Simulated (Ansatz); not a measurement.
Consider the formal exchange of groups at a C–Al bond: `N#[C][Al]([F])[F]` + `C#C[SiH3]` → `C#C[SiH2]C#N` + `[F][AlH][F]`.

Gas-phase electronic energies from Ansatz, PBE0-D4/def2-TZVP geometries. CCSD(T)/CBS is the MP2 limit (def2-TZVPP, def2-QZVPP) plus CCSD(T) − MP2 in def2-TZVPP, frozen cores. This one scheme is used for every species. DFT in def2-TZVPP. HSE06 is defined as in plane-wave codes.

```json
{"level": "BLYP-D4", "ΔE (kJ/mol)": "15.5"}
{"level": "revPBE", "ΔE (kJ/mol)": "17.3"}
{"level": "HSE06", "ΔE (kJ/mol)": "17.1"}
{"level": "HF/CBS(def2)", "ΔE (kJ/mol)": "21.1"}
```

**Question.** What does CCSD(T)/CBS give? (Estimate.)

**Answer.** Computed: +18.3 kJ/mol. The listed levels differ from it by -2.8, -1.0, -1.2, 2.8 kJ/mol.

Largest T1 diagnostic among the species: 0.014.

Leaving LDA and LC-ωPBE aside and taking each functional with its dispersion term where it has one, the values, not all of them listed here, spread over 6.3 kJ/mol, from B97M-V to r2SCAN0-D4. LDA lies −4.2 kJ/mol from PBE without D4. At CCSD(T), def2-SVP lies +6.6 kJ/mol from the extrapolated value and def2-TZVPP +2.3 kJ/mol.
